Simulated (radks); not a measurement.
The numbers below are computed, except where a source is named.
Question: Species: Ga21+. Configuration: [Ne] (the NIST ground configuration). Code: a radial shooting solver on a logarithmic mesh with Libxc functionals. Model: scalar-relativistic Kohn-Sham, PBE, spin-unpolarised, spherical densities, point nucleus. Some entries of the table are withheld. Estimate them.

orbital  occ.  eigenvalue (eV)  <r> (bohr)
1s          2              (1)         (2)
2s          2        -2115.166      0.2138
2p          6              (3)      0.1865

Answer: 
(1) 1s eigenvalue (eV): -11132.62
(2) 1s <r> (bohr): 0.04857
(3) 2p eigenvalue (eV): -1960.545
